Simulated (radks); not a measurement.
Values are calculated unless marked as measured or tabulated.
Ionisation of Nb, [Kr] 4d4 5s1, to Nb+, [Kr] 4d4, under several functionals. Scalar-relativistic Kohn-Sham, spin-polarised, spherical densities, finite nucleus; open shells are filled with parallel spins first (spin-orbit coupling, left out, can overturn this in heavy ions); a radial shooting solver on a logarithmic mesh with Libxc functionals.

functional                               E(Nb) (hartree)  Exc (hartree)  IE (eV)  -e(HOMO) (eV)  <r> HOMO (bohr)  IE error (eV)
exchange-only r2SCAN                         -3818.23200     -117.19725    6.727          3.280            2.206         -0.032
exchange-only PBE                            -3817.66552     -116.73968    6.950          3.227            2.235         +0.191
BP86                                         -3820.52281     -119.65868    7.321          3.802            2.183         +0.562
RPBE                                         -3819.95187     -119.08851    7.073          3.682            2.175         +0.315
LDA (Slater exchange, VWN5 correlation)      -3815.61465     -114.69205    7.402          3.814            2.185         +0.643
XLYP                                         -3820.59775     -119.72820    7.015          3.439            2.188         +0.256

NIST Atomic Spectra Database: 6.759 eV (measured). Closest: exchange-only r2SCAN. The Delta-SCF values span 0.68 eV, the total energies 4.98 hartree. The highest occupied level is 4d. Open shells are spherical and high-spin; term and fine-structure splittings are not resolved.
